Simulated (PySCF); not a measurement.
## P (phosphorus, neutral) across methods

[Ne] 3s1 3p3 4s1, high-spin 6S determinant (an excited configuration). Computed with PySCF 2.14 in aug-cc-pCVQZ-DK, with scalar relativity by spin-free X2C-1e.

```csv
method,E (hartree),mean ε 3s α (eV),mean ε 3p α (eV),mean ε 4s α (eV),Σ⟨r²⟩ (bohr²),⟨S²⟩
LDA,-340.3501,-19.902,-10.757,-2.025,52.92,8.750
r2SCANh,-341.6221,-21.919,-11.797,-2.081,53.77,8.750
M06-2X,-341.6078,-23.931,-13.220,-2.908,54.95,8.750
PBE0,-341.5087,-22.458,-12.208,-2.319,53.64,8.750
PBE,-341.4770,-20.022,-10.783,-1.908,53.42,8.750
PW91,-341.6223,-20.057,-10.820,-1.940,53.26,8.750
UHF,-341.14330,-29.163,-15.957,-3.256,54.31,8.750
```

(1) Estimate the same row for r2SCAN.

The outer electron is Rydberg-like, and this basis confines it to a smaller radius and binds it less than a complete one would.

## Answers

(1) E (hartree) = -341.6237; mean ε 3s α (eV) = -21.101; mean ε 3p α (eV) = -11.307; mean ε 4s α (eV) = -1.923; Σ⟨r²⟩ (bohr²) = 53.85; ⟨S²⟩ = 8.750.
